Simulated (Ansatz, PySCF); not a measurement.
Gas-phase reaction (SMILES): C[O][Al]([Br])[Br] + F (HF) -> [F][Al]([Br])[Br] + CO (CH4O) [methanol]; hydrogen fluoride cleaves one Al-O bond, a model of a ligand-exchange step.

Geometries: B3LYP-D3(BJ)/def2-TZVP minima from Ansatz (a quantum-chemistry and plane-wave program), one conformer each, not searched for the lowest. Valence correlation only, unless marked. Spin-orbit coupling is left out. The frozen core is the preceding noble-gas configuration, with the filled d and f shells of earlier blocks. No relativistic terms. Basis-set limits of correlation are two-point, X^-3; Hartree-Fock from the larger set. Thermal terms are rigid-rotor harmonic-oscillator values from B3LYP-D3(BJ) frequencies (Ansatz or PySCF) at 298.15 K and 1 atm. 1 Eh = 627.5095 kcal/mol.

| species | E, CCSD(T)/CBS(def2-TZVPP,def2-QZVPP) (Ansatz) (Eh) | E, PBE/def2-TZVPD (Ansatz) (Eh) | H - E (Eh) |
|---|---|---|---|
| C[O][Al]([Br])[Br] | -5502.58957 | -5505.06946 | 0.05326 |
| F (HF) | -100.39331 | -100.39521 | 0.01259 |
| [F][Al]([Br])[Br] | -5487.38720 | -5489.84945 | 0.01130 |
| CO (CH4O) | -115.61116 | -115.63215 | 0.05533 |

**Question.** Work out ΔE and ΔH at 298.15 K at the first level, then ΔH at the second.

**Answer.** 
1. ΔE = [(-5487.38720) + (-115.61116)] - [(-5502.58957) + (-100.39331)] = -0.01548 Eh = -9.7 kcal/mol at CCSD(T)/CBS(def2-TZVPP,def2-QZVPP).
2. The terms H - E add up to 0.00078 Eh, so ΔH = (-0.01548 + (0.00078))×627.5095 = -9.2 kcal/mol.
3. At PBE/def2-TZVPD the same steps give ΔE = -10.6 and ΔH = -10.1 kcal/mol, a shift of -0.9 from the first level.
4. These values are not checked against measurement here, since the tables used lack a sound gas-phase enthalpy of formation for at least one species.
